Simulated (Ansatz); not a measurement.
`[SiH3][SiH2][SiH3]` + `CO[Si](N)(O)O` → `CO[Si](N)(O)[SiH3]` + `O[SiH2][SiH3]`  (redistribution)

Isolated molecules relaxed with PBE0-D4/def2-TZVP in Ansatz; ΔE leaves out vibrations. CCSD(T)/CBS adds triple-zeta CCSD(T) − MP2 to the extrapolated MP2 energy (def2 sets, frozen cores). Functionals use def2-TZVPP. Each species was taken in one conformer, which may not be the lowest.

Q: Is it downhill or uphill in electronic energy at CCSD(T)/CBS, and by how much? (An estimate is asked.)

A: Computed: Uphill: ΔE = +14.7 kcal/mol.

Q: What do these levels give: PBE-D4, ωB97X-V, MP2/def2-TZVPP, CCSD/def2-TZVPP, CCSD(T)/def2-TZVPP, CCSD/CBS(def2)? (Estimate.)

A: Computed: PBE-D4 13.2, ωB97X-V 14.1, MP2/def2-TZVPP 14.9, CCSD/def2-TZVPP 15.4, CCSD(T)/def2-TZVPP 15.2, CCSD/CBS(def2) 15.0 kcal/mol.

Largest T1 diagnostic among the species: 0.013.

From PBE to PBE0 (25 % exact exchange), in def2-TZVPP and without D4, ΔE moves by +1.6 kcal/mol.
